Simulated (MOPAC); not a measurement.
Job for MOPAC: PM3 on C8H8 (SMILES C=Cc1ccccc1), a point of a torsion scan.

```
PM3 1SCF PRECISE CHARGE=0 THREADS=1
C8H8

C     -2.68164643 1    -0.77315221 1    -0.44507040 1
C     -1.88223637 1     0.26565468 1    -0.24401222 1
C     -0.43730662 1     0.19092616 1    -0.04190992 1
C      0.33725897 1    -0.81919333 1    -0.61052254 1
C      1.70284899 1    -0.86083451 1    -0.40317433 1
C      2.32138243 1     0.10602196 1     0.37239785 1
C      1.56548805 1     1.12274267 1     0.93212209 1
C      0.20111787 1     1.17024024 1     0.71861093 1
H     -3.74436149 1    -0.65346383 1    -0.56964827 1
H     -2.30904311 1    -1.78283301 1    -0.48982579 1
H     -2.30663914 1     1.25930917 1    -0.16517620 1
H     -0.13451370 1    -1.56758788 1    -1.22968431 1
H      2.29048022 1    -1.64837451 1    -0.85271402 1
H      3.38882170 1     0.07142632 1     0.53361513 1
H      2.04320026 1     1.88394174 1     1.53198379 1
H     -0.38499361 1     1.96681243 1     1.15549520 1
```

Output:

```
*******************************************************************************
 **                                                                           **
 **                              MOPAC v23.2.5                                **
 **                                                                           **
 *******************************************************************************
 ** MOPAC's Digital Object Identifier: https://doi.org/10.5281/zenodo.6511958 **
 **                                                                           **
 ** Please cite the open-source release paper for use of this MOPAC version:  **
 ** J. E. Moussa and J. J. P. Stewart (2026)                                  **
 ** MOPAC: An open-source semiempirical molecular orbital program             **
 ** J. Open Source Softw., 11(119), 8025, https://doi.org/10.21105/joss.08025 **
 *******************************************************************************

                              PM3 CALCULATION RESULTS

 *******************************************************************************
 *  PM3        - The PM3 Hamiltonian to be used
 *
 *
 *
 *                 CHARGE ON SYSTEM = 0
 *
 *
 *
 *  PRECISE    - TIGHTER CRITERIA TO BE USED
 *  1SCF       - DO 1 SCF AND THEN STOP
 *  THREADS=1  - MULTI-THREADING NOT USED
 *  T=         - A TIME OF 172800.0 SECONDS REQUESTED
 *  DUMP=N     - RESTART FILE WRITTEN EVERY 7200.0 SECONDS REQUESTED
 *******************************************************************************
PM3 1SCF PRECISE CHARGE=0 THREADS=1
 C8H8

   ATOM   CHEMICAL          X               Y               Z
  NUMBER   SYMBOL      (ANGSTROMS)     (ANGSTROMS)     (ANGSTROMS)

     1       C         -2.68164643  *  -0.77315221  *  -0.44507040  *
     2       C         -1.88223637  *   0.26565468  *  -0.24401222  *
     3       C         -0.43730662  *   0.19092616  *  -0.04190992  *
     4       C          0.33725897  *  -0.81919333  *  -0.61052254  *
     5       C          1.70284899  *  -0.86083451  *  -0.40317433  *
     6       C          2.32138243  *   0.10602196  *   0.37239785  *
     7       C          1.56548805  *   1.12274267  *   0.93212209  *
     8       C          0.20111787  *   1.17024024  *   0.71861093  *
     9       H         -3.74436149  *  -0.65346383  *  -0.56964827  *
    10       H         -2.30904311  *  -1.78283301  *  -0.48982579  *
    11       H         -2.30663914  *   1.25930917  *  -0.16517620  *
    12       H         -0.13451370  *  -1.56758788  *  -1.22968431  *
    13       H          2.29048022  *  -1.64837451  *  -0.85271402  *
    14       H          3.38882170  *   0.07142632  *   0.53361513  *
    15       H          2.04320026  *   1.88394174  *   1.53198379  *
    16       H         -0.38499361  *   1.96681243  *   1.15549520  *



          CARTESIAN COORDINATES

    NO.       ATOM           X           Y           Z

     1         C         -2.6816     -0.7732     -0.4451
     2         C         -1.8822      0.2657     -0.2440
     3         C         -0.4373      0.1909     -0.0419
     4         C          0.3373     -0.8192     -0.6105
     5         C          1.7028     -0.8608     -0.4032
     6         C          2.3214      0.1060      0.3724
     7         C          1.5655      1.1227      0.9321
     8         C          0.2011      1.1702      0.7186
     9         H         -3.7444     -0.6535     -0.5696
    10         H         -2.3090     -1.7828     -0.4898
    11         H         -2.3066      1.2593     -0.1652
    12         H         -0.1345     -1.5676     -1.2297
    13         H          2.2905     -1.6484     -0.8527
    14         H          3.3888      0.0714      0.5336
    15         H          2.0432      1.8839      1.5320
    16         H         -0.3850      1.9668      1.1555

  H: (PM3): J. J. P. STEWART, J. COMP. CHEM. 10, 209 (1989).
  C: (PM3): J. J. P. STEWART, J. COMP. CHEM. 10, 209 (1989).

           Empirical Formula: C8 H8  =    16 atoms



      MOLECULAR POINT GROUP   :   C1


      RHF CALCULATION, NO. OF DOUBLY OCCUPIED LEVELS = 20


 -------------------------------------------------------------------------------
 PM3 1SCF PRECISE CHARGE=0 THREADS=1
 C8H8



     1SCF WAS SPECIFIED, SO BFGS WAS NOT USED
     SCF FIELD WAS ACHIEVED


                              PM3 CALCULATION
                                                       MOPAC v23.2.5 Linux




          FINAL HEAT OF FORMATION =         40.42896 KCAL/MOL =     169.15475 KJ/MOL


          COSMO AREA              =        151.02 SQUARE ANGSTROMS
          COSMO VOLUME            =        144.31 CUBIC ANGSTROMS

          IONIZATION POTENTIAL    =          9.240302 EV
          HOMO LUMO ENERGIES (EV) =         -9.240 -0.057
          NO. OF FILLED LEVELS    =         20
          MOLECULAR WEIGHT        =        104.1512         POINT GROUP:  C1

          MOLECULAR DIMENSIONS (Angstroms)

            Atom       Atom       Distance
            H    14    H     9     7.25431
            H    16    H    13     4.51695
            H    11    H    10     1.32945


          SCF CALCULATIONS        =          1





   ATOM   CHEMICAL          X               Y               Z
  NUMBER   SYMBOL      (ANGSTROMS)     (ANGSTROMS)     (ANGSTROMS)

     1       C         -2.68164643  *  -0.77315221  *  -0.44507040  *
     2       C         -1.88223637  *   0.26565468  *  -0.24401222  *
     3       C         -0.43730662  *   0.19092616  *  -0.04190992  *
     4       C          0.33725897  *  -0.81919333  *  -0.61052254  *
     5       C          1.70284899  *  -0.86083451  *  -0.40317433  *
     6       C          2.32138243  *   0.10602196  *   0.37239785  *
     7       C          1.56548805  *   1.12274267  *   0.93212209  *
     8       C          0.20111787  *   1.17024024  *   0.71861093  *
     9       H         -3.74436149  *  -0.65346383  *  -0.56964827  *
    10       H         -2.30904311  *  -1.78283301  *  -0.48982579  *
    11       H         -2.30663914  *   1.25930917  *  -0.16517620  *
    12       H         -0.13451370  *  -1.56758788  *  -1.22968431  *
    13       H          2.29048022  *  -1.64837451  *  -0.85271402  *
    14       H          3.38882170  *   0.07142632  *   0.53361513  *
    15       H          2.04320026  *   1.88394174  *   1.53198379  *
    16       H         -0.38499361  *   1.96681243  *   1.15549520  *

                             CARTESIAN COORDINATES

   1    C       -2.681646430    -0.773152210    -0.445070400
   2    C       -1.882236370     0.265654680    -0.244012220
   3    C       -0.437306620     0.190926160    -0.041909920
   4    C        0.337258970    -0.819193330    -0.610522540
   5    C        1.702848990    -0.860834510    -0.403174330
   6    C        2.321382430     0.106021960     0.372397850
   7    C        1.565488050     1.122742670     0.932122090
   8    C        0.201117870     1.170240240     0.718610930
   9    H       -3.744361490    -0.653463830    -0.569648270
  10    H       -2.309043110    -1.782833010    -0.489825790
  11    H       -2.306639140     1.259309170    -0.165176200
  12    H       -0.134513700    -1.567587880    -1.229684310
  13    H        2.290480220    -1.648374510    -0.852714020
  14    H        3.388821700     0.071426320     0.533615130
  15    H        2.043200260     1.883941740     1.531983790
  16    H       -0.384993610     1.966812430     1.155495200


           Empirical Formula: C8 H8  =    16 atoms



      MOLECULAR POINT GROUP   :   C1


                  EIGENVALUES
 -40.23411 -33.91524 -29.85591 -28.06772 -22.57315 -21.57129 -19.69466 -18.07222
 -16.81048 -15.78220 -15.05186 -14.94968 -14.65866 -13.44147 -12.99328 -12.44799
 -12.16221 -11.14272  -9.83536  -9.24030  -0.05697   0.41861   1.45836   2.94235
   3.10311   3.40450   3.49550   3.60641   3.76108   3.91850   4.07659   4.10382
   4.90470   4.91980   5.04591   5.26273   5.58111   5.70274   6.23033   6.36069


              NET ATOMIC CHARGES AND DIPOLE CONTRIBUTIONS

  ATOM NO.   TYPE          CHARGE      No. of ELECS.   s-Pop       p-Pop
    1          C          -0.148728        4.1487     1.17934     2.96939
    2          C          -0.093095        4.0931     1.17484     2.91826
    3          C          -0.046778        4.0468     1.16595     2.88083
    4          C          -0.091742        4.0917     1.17311     2.91863
    5          C          -0.101210        4.1012     1.17373     2.92748
    6          C          -0.099596        4.0996     1.17477     2.92482
    7          C          -0.101352        4.1014     1.17366     2.92769
    8          C          -0.091981        4.0920     1.17447     2.91751
    9          H           0.082041        0.9180     0.91796
   10          H           0.083684        0.9163     0.91632
   11          H           0.095625        0.9044     0.90438
   12          H           0.105147        0.8949     0.89485
   13          H           0.101546        0.8985     0.89845
   14          H           0.101858        0.8981     0.89814
   15          H           0.101910        0.8981     0.89809
   16          H           0.102672        0.8973     0.89733
 DIPOLE           X         Y         Z       TOTAL
 POINT-CHG.    -0.028    -0.009    -0.001     0.029
 HYBRID        -0.006     0.006     0.018     0.020
 SUM           -0.034    -0.002     0.017     0.038


          ATOMIC ORBITAL ELECTRON POPULATIONS

     Atom    s        px        py        pz
    1  C   1.17934   0.98781   0.98242   0.99916
    2  C   1.17484   0.93083   0.98765   0.99979
    3  C   1.16595   0.93646   0.96043   0.98395
    4  C   1.17311   0.94827   0.97646   0.99390
    5  C   1.17373   0.95421   0.98432   0.98895
    6  C   1.17477   0.98405   0.96008   0.98069
    7  C   1.17366   0.95029   0.98185   0.99555
    8  C   1.17447   0.95363   0.97802   0.98585
    9  H   0.91796
   10  H   0.91632
   11  H   0.90438
   12  H   0.89485
   13  H   0.89845
   14  H   0.89814
   15  H   0.89809
   16  H   0.89733

 **********************
 *                    *
 * JOB ENDED NORMALLY *
 *                    *
 **********************




 == MOPAC DONE ==
```

The run finished.

Cost: around 0.020 core-seconds (rough).
